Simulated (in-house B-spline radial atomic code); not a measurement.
## Solving the quasi-particle equation for 6s up of Tl²⁺

Configuration [Xe] 4f14 5d10 6s1, highest spin, start PBE0; correlation leaves out the 12 deepest shells, empty levels kept to 750 hartree. Computed with a B-spline radial code for spherical atoms: all electrons, scalar-relativistic (spin-free one-electron X2C), finite nucleus, each spin shell either full or empty, empty states to l = 9 with an (l + 1/2)⁻⁴ tail; G0W0 by contour deformation at full frequency.

RPA overbinds a lone outer s electron by self-correlation, and G0W0 tends to as well.

At the mean-field level ε = -26.628 eV the matrix elements are Σx = -17.14 eV, v_xc = -15.188 eV and Σc(ε) = -1.863 eV, and the slope of the correlation self-energy is dΣc/dω = -0.0453. The quasi-particle energy solves E = ε + Σx − v_xc + Σc(E).

(1) What does the linearised equation give?

(2) How does that compare with the full solution and with static screening?

Results:

(1) Z = 1/(1 − dΣc/dω) = 1/1.0453 = 0.9567. The first-order shift is Σx − v_xc + Σc(ε) = -17.14 − (-15.188) + (-1.863) = -3.815 eV, so E ≈ ε + Z × shift = -26.628 + 0.9567 × (-3.815) = -30.278 eV.

(2) Solving the equation at full frequency dependence gives E = -30.279 eV, where Σc = -1.699 eV and the weight is 0.957; the linearised value is off by 1 meV. Leaving Z out would give -30.443 eV. Static COHSEX puts -3.381 eV in place of Σc and gives -31.961 eV, 1.68 eV deeper. The tabulated removal energy is 29.852 eV (NIST, measured); the run leaves out spin-orbit coupling, Breit and QED terms.
